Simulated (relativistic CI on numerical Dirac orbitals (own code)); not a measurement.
# Magnetism of Os3+, 5d5, in a crystal field

Calculated by Dirac-Coulomb-Breit CI, orbitals from a KLI potential per configuration, model QED, one configuration in a parametric crystal field, unscaled Slater integrals (own radial code). With so little scaling, terms lie 10 to 35 % too far apart, which can change the order of excited levels.

Field parameters in Wybourne normalisation: D4h B²₀ = −7Ds, B⁴₀ = 21(Dq − Dt), B⁴₄ = 21√(5/14) Dq. The field is a parameter set, without covalency.

S is read from ⟨S²⟩ = S(S + 1).

Powder χT (cm³ K mol⁻¹) by Van Vleck's formula, with temperature-independent terms:

| Field | 2 K | 5 K | 10 K | 20 K | 50 K | 100 K | 200 K | 300 K |
| --- | --- | --- | --- | --- | --- | --- | --- | --- |
| D4h, 10Dq = 41800, Ds = -1500, Dt = 100 cm⁻¹ | 0.499 | 0.5 | 0.501 | 0.503 | 0.509 | 0.52 | 0.541 | 0.563 |
| D4h, 10Dq = 41800, Ds = -1090, Dt = 100 cm⁻¹ | 0.487 | 0.488 | 0.489 | 0.491 | 0.498 | 0.509 | 0.531 | 0.553 |
| D4h, 10Dq = 41800, Ds = -680, Dt = 100 cm⁻¹ | 0.475 | 0.476 | 0.477 | 0.479 | 0.486 | 0.498 | 0.521 | 0.544 |
| D4h, 10Dq = 41800, Ds = -270, Dt = 100 cm⁻¹ | 0.465 | 0.466 | 0.467 | 0.469 | 0.477 | 0.489 | 0.512 | 0.536 |
| D4h, 10Dq = 41800, Ds = 140, Dt = 100 cm⁻¹ | 0.461 | 0.462 | 0.463 | 0.465 | 0.473 | 0.485 | 0.509 | 0.533 |
| D4h, 10Dq = 41800, Ds = 550, Dt = 100 cm⁻¹ | 0.465 | 0.466 | 0.467 | 0.469 | 0.477 | 0.489 | 0.512 | 0.536 |
| D4h, 10Dq = 41800, Ds = 950, Dt = 100 cm⁻¹ | 0.478 | 0.479 | 0.48 | 0.482 | 0.489 | 0.5 | 0.523 | 0.546 |
| D4h, 10Dq = 41800, Ds = 1360, Dt = 100 cm⁻¹ | 0.495 | 0.496 | 0.497 | 0.499 | 0.505 | 0.516 | 0.537 | 0.558 |

Task: For D4h, 10Dq = 41800, Ds = 1360, Dt = 100 cm⁻¹: what effective moment follows at 300 K?

Result: μ_eff = √(8χT) = 2.11 μB. The ground level has S = 0.57; the spin-only moment for S = 1/2 is 1.73 μB. The difference comes from the orbital moment, spin-orbit mixing of terms and temperature-independent paramagnetism, all larger in this ionic model than in covalent complexes.
